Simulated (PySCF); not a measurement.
**From computed data to an observable: dipole moment from atomic charges**

Al(F)(Cl)(vinyl) (C2H3AlClF), SMILES C=[CH][Al]([F])[Cl]. Atoms are numbered in the order given.

```xyz
8

Al     0.5167     0.1575     0.0000
F      1.9415     1.0074     0.0000
Cl    -1.2577     1.2685     0.0000
C      0.4510    -1.7615     0.0000
C     -0.7308    -2.3982     0.0000
H      1.3620    -2.3742     0.0000
H     -0.8085    -3.4927     0.0000
H     -1.6832    -1.8542     0.0000
```
Charge 0, spin multiplicity 1.

The structure is a stationary point at PBE0-D3(BJ)/def2-SVP. Other conformers were not sampled.

Charges (e) from B3LYP/def2-TZVP (PySCF):

```json
[
 {"atom": "Al1", "Mulliken": "0.692", "IAO": "1.227"},
 {"atom": "F2", "Mulliken": "-0.343", "IAO": "-0.568"},
 {"atom": "Cl3", "Mulliken": "-0.251", "IAO": "-0.362"},
 {"atom": "C4", "Mulliken": "-0.263", "IAO": "-0.522"},
 {"atom": "C5", "Mulliken": "-0.221", "IAO": "-0.232"},
 {"atom": "H6", "Mulliken": "0.131", "IAO": "0.158"},
 {"atom": "H7", "Mulliken": "0.121", "IAO": "0.150"},
 {"atom": "H8", "Mulliken": "0.134", "IAO": "0.149"}
]
```

The dipole moment of the full density is 2.39 D.

Question: What dipole moment does each set of point charges give, and which comes closer to that of the density?

Answer: 
μ = Σ q r, and 1 e Å = 4.8032 D.
Mulliken: Σ q r = (-0.095, -0.544, 0.000) e Å, |μ| = 2.65 D.
IAO: Σ q r = (-0.236, -0.538, 0.000) e Å, |μ| = 2.82 D.
Mulliken comes closer in size. Point charges leave out the atoms' own dipoles (lone pairs, polarised bonds); fits to the potential absorb them, partitions of the density don't.
